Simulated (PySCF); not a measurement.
HfS₂⁻, doublet: molecular constants

Computed with PySCF, UB3LYP, basis Hf def2-SVPD with ECP60, S def2-SVPD (scalar-relativistic core potentials, no spin–orbit coupling, density fitting).

The structure is a minimum.

```xyz
3
charge -1 multiplicity 2, angstrom
Hf    0.0000    0.0000   -0.3036
S     1.9845    0.0000    0.8524
S    -1.9845    0.0000    0.8524
```

```
Point group                                                                   : C2v
Bond lengths                                                                  : Hf–S 2.297 Å (×2)
Bond angles                                                                   : S–Hf–S 119.6°
Rotational constants                                                          : 0.2674, 0.06694, 0.05354 cm⁻¹
Principal polarisabilities                                                    : 137.0, 146.3, 168.1 bohr³
Entropy at 298.15 K and 1 bar (electronic part: spin only)                    : 310.6 J/(mol K)
Lowest empty level (β)                                                        : 0.96 eV
Principal quadrupole moments (Buckingham, traceless) about the centre of mass : -24.81, 8.54, 16.27 D Å
Enthalpy at 298.15 K above 0 K                                                : 13.24 kJ/mol
Spin squared ⟨S²⟩                                                             : 0.752
Dipole moment about the centre of mass                                        : 5.52 D
Zero-point energy                                                             : 5.9 kJ/mol
Heat capacity Cp at 298.15 K                                                  : 53.1 J/(mol K)
Highest occupied level (α)                                                    : -1.03 eV
Rotational symmetry number                                                    : 2
```

Harmonic modes (masses in u: Hf 179.947, S 31.972):
| symmetry | ω (cm⁻¹) | IR (km/mol) | μ (u) | type |
| --- | --- | --- | --- | --- |
| a1 | 113 | 4.3 | 36.98 | bend |
| b2 | 426 | 177 | 38.63 | stretch |
| a1 | 442 | 22.0 | 34.76 | stretch |

In C2v the vibrations span 2a1 + b2. Here b1 is antisymmetric to the molecular plane and b2 lies in it.

Charges (e); Mulliken and Löwdin values are unreliable with diffuse functions:
| atom | Mulliken | Löwdin | polar tensor | spin (Mulliken) | Mayer order to Hf1 |
| --- | --- | --- | --- | --- | --- |
| Hf1 | 0.60 | -0.10 | 0.87 | 1.10 | – |
| S2,3 | -0.80 | -0.45 | -0.93 | -0.05 | 1.73 |

Mulliken populations on Hf1 (electrons outside its core potential): s 2.91, p 6.32, d 2.11, f 0.06.

Formally Hf is in oxidation state +3, d1, with 1 unpaired electron. The Mulliken spin on Hf is 1.10. The polar-tensor charge on Hf, 0.87, is far below the formal one.

This need not be the most stable arrangement of these atoms. With open d or f shells other occupations or spin states may lie lower. The lowest empty level of this anion is unbound, so it and the gap depend on the basis. With an element this heavy the missing spin–orbit coupling can shift these numbers.

The final relaxation and frequency run took roughly 70 core-seconds on a shared host.
